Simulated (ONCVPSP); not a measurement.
## Transferability test, ONCV potential for Zr

* Element: zirconium (Zr)
* Generator: ONCVPSP 4.0.1
* Type: optimised norm-conserving Vanderbilt (ONCV)
* Functional: PBE
* Relativity: scalar-relativistic
* Frozen core: [Kr]
* Valence charge: 4
* Reference configuration: 4d2 5s2
* Partial waves: 5s: rc 3.15 bohr, ncon 3, nbas 6, qcut 1.9 1/bohr, 2 projectors, debl 3.1 Ha; p scattering state at 0.18 Ha: rc 3.20 bohr, ncon 3, nbas 6, qcut 2.8 1/bohr, 2 projectors, debl 1.7 Ha; 4d: rc 2.10 bohr, ncon 4, nbas 8, qcut 4.5 1/bohr, 2 projectors, debl 1.5 Ha
* Local potential: polynomial inside 1.40 bohr (lpopt 5, dvloc0 0 Ha)
* Core correction: none

In the p channel the program set the typed energies aside and used 0.050, 1.750 Ha.

Energies are relative to the spin-unpolarised reference configuration 4d2 5s2; without spin polarisation the order of configurations can differ from experiment.

Q: Give the all-electron excitation energy and the error of the potential for: 4d2 5s1; 4d2 5s0; 4d1 5s0; 4d1 5s2.

A:

```json
{"valence configuration": "4d2 5s1", "charge": "+1", "ΔE all-electron (eV)": "7.137", "error AE − PS (meV)": "+4.5"}
{"valence configuration": "4d2 5s0", "charge": "+2", "ΔE all-electron (eV)": "20.078", "error AE − PS (meV)": "+142"}
{"valence configuration": "4d1 5s0", "charge": "+3", "ΔE all-electron (eV)": "42.704", "error AE − PS (meV)": "+340"}
{"valence configuration": "4d1 5s2", "charge": "+1", "ΔE all-electron (eV)": "7.664", "error AE − PS (meV)": "+51"}
```

Levels in the configuration 4d2 5s1:

```tsv
level	all-electron (eV)	pseudo (eV)
4d	-9.983	-9.994
5s	-9.945	-9.920
```

Note: ghosts flagged at negative energy: s at -17.1 eV; GHOST(+) flagged for p at 1.75 eV, s at 101.1 eV. A true bound ghost makes a file unfit for plane-wave use.
